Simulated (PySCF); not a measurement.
Gas-phase reaction: Sn2O2 + 3 Cl2 → 2 SnCl3 + O2

Method: PySCF energies plus ideal-gas RRHO corrections (1 bar). † marks an energy on the PBE0/def2-TZVP geometry and frequencies. MP2 freezes the core. Open shells (unrestricted): SnCl3 (multiplicity 2), O2 (multiplicity 3); the rest are closed-shell singlets. Sn: scalar-relativistic def2 core potential, no spin-orbit coupling. Sn2O2, SnCl3: computed as isolated molecules; such fragments, hydroxides, amides, oligomers or adducts are transient or little studied in the gas. MP2 isn't extrapolated to the basis-set limit.

MP2/def2-SVP† gives ΔH°(298 K) = -418 kJ.

What do LDA/def2-TZVP†, r2SCAN/def2-TZVP†, M06-2X/def2-TZVP† give?

LDA/def2-TZVP†: -269 kJ; r2SCAN/def2-TZVP†: -376 kJ; M06-2X/def2-TZVP†: -356 kJ. For scale, ΔH°(298 K) is -418 kJ at this level, -310 kJ at ωB97M-V/def2-TZVP†, and runs from -525 to -40 kJ over the 17 levels computed.
